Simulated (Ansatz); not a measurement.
`B/C=[CH]/[AlH][SiH3]` → Al• + B• + 2 C• + 8 H• + Si•  (atomization)

Calculated with Ansatz (gas phase, PBE0-D4/def2-TZVP geometries, no zero-point term in ΔE). CCSD(T)/CBS adds triple-zeta CCSD(T) − MP2 to the extrapolated MP2 energy (def2 sets, frozen cores). This one scheme is used for every species, atoms too. Functionals use def2-TZVPP. B3LYP here is the variant with VWN-RPA as its local correlation; programs differ in this. Open shells (•) are unrestricted, without spin–orbit coupling. Spin–orbit coupling would lower the free atoms: a little for Al, B, C, Si. One conformer a species, not always the lowest.

`B/C=[CH]/[AlH][SiH3]`:

Z-matrix (Å, degrees):
```
Si
Al 1 2.458
H 1 1.492 2 111.0
H 1 1.490 2 112.8 3 -120.7
H 1 1.492 2 111.0 3 118.6
C 2 1.960 1 116.7 3 -59.5
H 2 1.589 1 123.2 3 120.5
C 6 1.352 2 121.9 1 0.1
H 6 1.093 2 122.5 1 -179.8
B 8 1.543 6 122.2 2 -179.9
H 8 1.093 6 117.9 2 0.0
H 10 1.197 8 121.9 6 179.7
H 10 1.198 8 118.6 6 -0.3
```

CCSD(T)/CBS gives +1050.3 kcal/mol.

(1) Another level gave +1051.8 kcal/mol. Which?
A. r2SCAN-D4/def2-TZVPP
B. HF/def2-TZVPP
C. B3LYP/def2-TZVPP
D. PBE0-D4/def2-TZVPP

Largest T1 diagnostic among the species: 0.018.

Answers

(1) D. PBE0-D4 1051.8, r2SCAN-D4 1056.4, HF/def2-TZVPP 810.2, B3LYP 1044.8 kcal/mol.

From PBE to PBE0 (25 % exact exchange), in def2-TZVPP and without D4, ΔE moves by −6.8 kcal/mol: exact exchange takes away binding that semilocal exchange gives to molecules. The D4 term adds +10.1 kcal/mol with B3LYP and +5.4 kcal/mol with PBE0; it sums over pairs of atoms, weighted by their polarisabilities, and B3LYP, whose exchange is more repulsive, gets the larger term. In def2-TZVPP, CCSD(T) changes the Hartree–Fock value by +216.9 kcal/mol (the triples alone add +12.3 kcal/mol) and MP2 by +222.0 kcal/mol; breaking electron pairs costs correlation energy, which Hartree–Fock lacks.

For atomizations the MP2-based limit and the directly extrapolated one differ by several kJ/mol either way, and by 10 to 25 for some Ge, Se and Sn compounds, so smaller differences from it don't rank the levels.
